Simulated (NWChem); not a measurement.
MnHSF, sextet; SMILES [F][Mn][SH]

```xyz
4

Mn     0.0234    -0.4467     0.0000
F     -0.0051    -2.2287     0.0000
S      0.0478     1.8316     0.0000
H     -1.3032     1.9215     0.0000
```
Atoms are numbered in this order, from 1.

Computed with NWChem. Spin-unrestricted. In the optimisation the excess spin sits in a' and a" (Cs, its own frame). Coordinates come from a PBE0/def2-SVP, spin-unrestricted optimisation. This spin state was assumed; another may lie lower. No stability test was run on the SCF state.

### Question
Estimate the computed values for TPSS/aug-cc-pVDZ. Quantities: highest occupied level (eV); lowest empty minus highest occupied level, either spin (eV); dipole (D); <S²>.

### Answer
The highest occupied level (eV) comes out as -5.96 and the lowest empty minus highest occupied level, either spin (eV) comes out as 1.98. The dipole (D) is 0.56 and the <S²> comes out as 8.77.
